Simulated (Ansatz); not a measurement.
`O[SiH2]C(F)F`, charge 0, multiplicity 1.

Give a relaxed structure at PBE0-D4/def2-TZVP (Ansatz). (Best estimate.)

Computed: 
Z-matrix (Å, degrees):
```
Si
C 1 1.917
O 1 1.641 2 109.6
H 1 1.485 2 106.3 3 -122.5
H 1 1.479 2 109.1 3 116.7
F 2 1.366 1 110.1 3 175.7
F 2 1.373 1 108.9 3 58.1
H 2 1.096 1 115.7 3 -62.3
H 3 0.959 1 117.9 2 -64.8
```
This is one stationary point; other conformers may exist.
